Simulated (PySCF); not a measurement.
Mapped SMILES: `[CH2:1]=[CH:2][SiH:3]([CH:4]=[CH2:5])[CH:6]=[CH2:7]` (H(Xn): hydrogen on atom n). Ha(C1), Ha(C5), Ha(C7) are cis to Si3; Hb(C1), Hb(C5), Hb(C7) are trans to Si3.

GIAO PBE0/pcSseg-1 shifts (PySCF 2.14.0 with density-fitted response routines, gas phase, non-relativistic, equivalent atoms averaged), each against references optimised in the same way as the molecule (TMS).

On the GFN2-xTB geometry: C1/C5/C7 145.5, C2/C4/C6 140.5, Si3 -35.6, Hb(C1)/Hb(C5)/Hb(C7) 6.61, H(C2)/H(C4)/H(C6) 6.52, Ha(C1)/Ha(C5)/Ha(C7) 6.16, H(Si3) 5.06 ppm.

What changes on the PBE0-D3(BJ)/def2-SVP geometry?

Answers


| atoms | δ (ppm) | change |
| --- | --- | --- |
| C1/C5/C7 | 147.8 | +2.3 |
| C2/C4/C6 | 141.0 | +0.5 |
| Si3 | -33.5 | +2.1 |
| Hb(C1)/Hb(C5)/Hb(C7) | 6.53 | -0.08 |
| H(C2)/H(C4)/H(C6) | 6.42 | -0.10 |
| Ha(C1)/Ha(C5)/Ha(C7) | 6.17 | +0.01 |
| H(Si3) | 4.84 | -0.22 |

Bonds between heavy atoms that differ most (equivalent bonds averaged): C1–C2 1.324 → 1.338 Å, C2–Si3 1.888 → 1.874 Å. Mean change of bonds to hydrogen: C–H +0.016 Å, Si–H +0.023 Å.
